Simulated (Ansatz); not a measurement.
Reaction (formal exchange of groups at a C–B bond): `BB(C)CCl` + `[SiH3]Br` → `ClC[SiH2]Br` + `BBC`

Computed with Ansatz on PBE0-D4/def2-TZVP structures; ΔE is electronic, products minus reactants. CBS: MP2 limit from def2 TZ/QZ plus the TZ coupled-cluster correction, frozen cores. For Br outer-core shells are correlated without core-valence functions, which leaves a few kJ/mol of doubt a bond. Scalar relativity is left out up to krypton. One conformer a species, not always the lowest.

| species | CCSD(T)/CBS(def2) energy (Eh) |
| --- | --- |
| `BB(C)CCl` | -589.65408 |
| `[SiH3]Br` | -2864.23411 |
| `ClC[SiH2]Br` | -3362.68140 |
| `BBC` | -91.20122 |

**Question.** Work out ΔE.

**Answer.** ΔE = (-3362.68140) + (-91.20122) − (-589.65408) − (-2864.23411) = 0.00557 Eh = +0.15 eV.

Largest T1 diagnostic among the species: 0.011.
